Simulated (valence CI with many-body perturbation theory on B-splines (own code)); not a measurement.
Which ion has this spectrum?

A relativistic CI+MBPT calculation for an atom or ion with 22 electrons gives these levels (eV):

```csv
J,Parity,E,g
0,even,0.000,
1,even,34.464,1.49
4,even,45.062,1.08
2,even,46.259,1.24
3,even,49.583,1.15
0,even,76.607,
2,even,78.249,1.20
4,even,79.094,1.15
3,even,80.871,1.15
5,even,84.482,1.08
6,even,87.058,1.07
1,even,87.909,1.12
4,even,91.531,1.03
3,even,91.693,1.09
```

The energies are calculated, and their last digits are not significant.

Task: Which is it?
A. Dy44+
B. Eu41+
C. Er46+
D. Tb43+

Result: A. Dy44+, ground level (3d3/2^4) J=0.
